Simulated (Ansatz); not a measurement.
A run for Ansatz (a program for electronic structure): R-r2SCAN/def2-TZVPPD on H2 (SMILES [H][H]) with ghost functions, monomers drawn apart or pushed together. Files ending in .json are basis or fitting sets from the Basis Set Exchange.

Ansatz 0.2 input:
```yaml
crystal:
  periodic: [false, false, false]
  atoms:
    - {symbol: H, position_ang: [-0.27557003, 0.24065282, 3.04121738]}
    - {symbol: H, position_ang: [0.31848874, -0.20574059, 3.07566331]}
basis:
  gaussian:
    orbitals: def2-TZVPPD.json
    ghost_atoms:
      - {symbol: F, position_ang: [-0.70530000, 1.00706946, 0.34583593]}
      - {symbol: C, position_ang: [-0.00977418, -0.00812218, -0.14827193]}
      - {symbol: F, position_ang: [-0.01404889, 0.05740400, -1.47300573]}
      - {symbol: F, position_ang: [1.23901705, 0.05469303, 0.29271550]}
      - {symbol: F, position_ang: [-0.55898065, -1.15088893, 0.23904282]}
hamiltonian:
  xc: {name: r2SCAN}
scf: {lower_state_search: off}
```

The log:

```
WARN ansatz: RAYON_NUM_THREADS=1 ignored (pool sized by the plan → 1); use --threads N
Functional definition: r2SCAN
these checks for a lower state are left out or cut short: stability, starts, cluster_reference, orbital_swaps, neighbouring_geometries, increment
integrals: 0.13 GiB planned
1042 factors; their error is unknown
mean field: 1.02 GiB planned
mean field evaluation 1: about -31.6805 eV, gradient 7.6e0 eV
mean field evaluation 2: about -31.8668 eV, gradient 1.8e0 eV
mean field evaluation 4: about -31.8758 eV, gradient 4.2e-2 eV
mean field evaluation 8: about -31.8731 eV, gradient 1.7e-4 eV
mean field -31.87310780 eV, -1.1713151072 hartree, gradient 4.5e-6 eV, S^2 0.000000; 0 other end points of the search recorded, 0 dependent functions left out
reference -31.87311533 eV, -1.1713153839 hartree; 1, 1 occupied and 230, 230 virtual orbitals, 1042 factors
Total energy: -31.87311533 eV, -1.1713153839 hartree
Checks for a lower state left out: stability, starts, cluster_reference, orbital_swaps, neighbouring_geometries, increment
```

Self-consistency was reached.

Cost: about 1.4 core-seconds (a rough figure).
